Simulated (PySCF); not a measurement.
# LaF: frontier orbitals

RHF at R = 2.034 Å; La x2c-SVPall, F x2c-SVPall; spin-free X2C with a Gaussian nucleus (PySCF 2.14). State: singlet, about 0.1 electrons in the 4f shell (Mulliken). Only the outer orbitals are listed, counted within each symmetry.

```csv
orbital,occ.,ε (eV),on La (%),main shells (%)
12σ,2,-41.38,10,89 F s
6π,2,-29.64,100,100 La p
6π,2,-29.64,100,100 La p
13σ,2,-29.37,88,88 La p
7π,2,-16.82,7,93 F p
7π,2,-16.82,7,93 F p
14σ,2,-16.57,15,85 F p
15σ,2,-5.24,100,"87 La s, 8 La d"
3δ,0,0.86,100,100 La d
3δ,0,0.86,100,100 La d
8π,0,0.90,100,"70 La p, 30 La d"
```

Question: Which are the highest filled and the lowest empty level, where do they sit, and how wide is the gap?

Answer: Highest filled 15σ at -5.24 eV (in %: 87 La s, 8 La d); lowest empty 3δ at 0.86 eV (in %: 100 La d); the gap at RHF is 6.10 eV. An empty level above zero is unbound, and its energy depends on the basis.

The bond order (Mayer) is 0.77 and the ⟨S²⟩ is 0.000. The charge on La (Mulliken, basis-dependent) is 0.54 and the charge on La (Löwdin, basis-dependent) is 0.30. The dipole moment (positive dipole means La(−)F(+)) is -1.66 D, the polarisability along the bond is 128.7 bohr³ and the polarisability across the bond is 182.6 bohr³.

Spin–orbit coupling is left out.
